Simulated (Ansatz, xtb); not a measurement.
# C2H3BF: 6 structures ranked

6 gas-phase structures of C2H3BF, found in a search over its isomers (lower ones may exist). Each was relaxed with GFN2-xTB; where two conformers were screened, the lower at r2SCAN-D4/def2-SVP is listed:

A. `[H]/[C]=C\BF`, a doublet
B. `[CH]=[C+][BH2-]F`, a doublet
C. a doublet given by its coordinates
D. `C=C[B]F`, a doublet
E. a doublet given by its coordinates
F. `FB1[CH]C1`, a doublet

E (Å):

```json
{"atom": "C", "x (Å)": "-1.0786", "y (Å)": "3.4427", "z (Å)": "3.2243"}
{"atom": "C", "x (Å)": "-1.4038", "y (Å)": "2.8387", "z (Å)": "2.1389"}
{"atom": "B", "x (Å)": "-1.8051", "y (Å)": "2.1244", "z (Å)": "0.9041"}
{"atom": "F", "x (Å)": "-1.1432", "y (Å)": "2.3544", "z (Å)": "-0.2345"}
{"atom": "H", "x (Å)": "-0.3495", "y (Å)": "3.0509", "z (Å)": "3.9269"}
{"atom": "H", "x (Å)": "-2.6894", "y (Å)": "1.3521", "z (Å)": "0.8648"}
{"atom": "H", "x (Å)": "-1.5029", "y (Å)": "4.3950", "z (Å)": "3.5238"}
```

Close contacts (Å): C1–C2 1.28, C2–B3 1.48, B3–F4 1.34, C1–H5 1.09, C1–H7 1.08, B3–H6 1.17.

C (Å):

| atom | x (Å) | y (Å) | z (Å) |
| --- | --- | --- | --- |
| C | 1.5814 | 1.3860 | -0.0736 |
| C | 0.6084 | 2.0543 | 0.3970 |
| B | 0.9458 | 2.4561 | -1.1901 |
| F | 0.1199 | 1.9083 | -2.1180 |
| H | 1.4837 | 3.4526 | -1.4939 |
| H | 2.3334 | 0.6391 | 0.0161 |
| H | -0.0697 | 2.2932 | 1.1809 |

Close contacts (Å): C1–C2 1.27, C1–B3 1.67, C2–B3 1.67, B3–F4 1.36, C1–H6 1.06, C2–H7 1.06, B3–H5 1.17.

Q: Estimate their order in r2SCAN-D4/def2-SVP energy at these geometries, lowest first.

A: Calculated order at r2SCAN-D4/def2-SVP: E (0.0), D (7.6), A (9.9), F (12.1), C (20.4), B (44.6) kcal/mol.

Energies above the lowest of each column, in kcal/mol; the last columns are at B3LYP/6-31G* geometries and were run for some of them only (a dash: not run or not comparable):

```csv
structure,GFN2-xTB,HF/STO-3G,r2SCAN-D4/def2-SVP,B3LYP/6-31G*,CCSD(T)/def2-SVP
E,0.0,0.0,0.0,0.0,0.0
D,12.7,10.5,7.6,8.8,3.5
A,16.0,2.4,9.9,10.9,7.4
F,19.1,17.2,12.1,17.4,–
C,14.8,45.5,20.4,–,–
B,22.0,73.2,44.6,–,–
```

Every level run on E puts it lowest or level with the lowest. Flexible structures stand in one conformer each, not always the lowest. Frequencies (B3LYP/6-31G*) were run for A, D, E alone. Open shells are spin-unrestricted, some with notable spin contamination.

Over these structures GFN2-xTB departs from r2SCAN-D4/def2-SVP by 8.3 kcal/mol on average once a common shift is removed. A GFN2-xTB relaxation took about 0.058 s and the r2SCAN-D4/def2-SVP energy about 3.1 s on a shared host (Ansatz 0.2.0, xtb 6.7.1 (Pople sets with spherical d functions)).
